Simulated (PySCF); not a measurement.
Species: CH₇B₂N.
Atom-mapped SMILES: `[BH2:1][NH:2][BH:3][CH3:4]` (hydrogens: H5, H6 on B1; H7 on N2; H8 on B3; H9, H10, H11 on C4)

The calculation used MP2 and CCSD/aug-cc-pVDZ in PySCF, restricted Hartree–Fock reference, 4 core orbitals frozen, non-relativistic, gas phase, PBE0-D3(BJ)/def2-SVP geometry.

E(HF) = -145.84844 Eh.

Question: How large is the problem?

Answer: 155 basis functions and 30 electrons; 4 orbitals frozen, which leaves o = 11 correlated occupied and v = 140 virtual orbitals. That is o·v = 1540 singles and o·v(o·v + 1)/2 = 1186570 distinct closed-shell doubles amplitudes before symmetry; the costliest CCSD step grows as o²v⁴ = 4.6 × 10^10.

Question: What are the MP2 and CCSD correlation energies?

Answer: MP2 -0.5013 Eh and CCSD -0.5526 Eh, which gives totals of -146.34978 and -146.40107 Eh. That is 0.684 eV for each correlated electron at CCSD (1451 kJ/mol in all, 0.377 % of the total energy); MP2 gives 90.7 % of the CCSD value.

Question: What is the T1 diagnostic?

Answer: 0.0112, below the customary warning level of 0.02. It is the norm of the spatial-orbital singles amplitudes over the root of the number of correlated electrons, so the norm is 0.053.

Question: How does correlation change the dipole moment?

Answer: HF gives 1.38 D and CCSD (unrelaxed density) 1.49 D, a change of +0.11 D.

Connected triples and the basis-set limit are missing.

The job also held the EOM ionisation roots. Hardware: one thread of an Arm Neoverse V2, no GPU (shared host). Cost: 3.1 min wall, 2.9 GiB resident at most.

Conformer computed: `[BH2:1][NH:2][BH:3][CH3:4]`: B1–N2–B3–C4 -179°.

One conformer stands for the species.
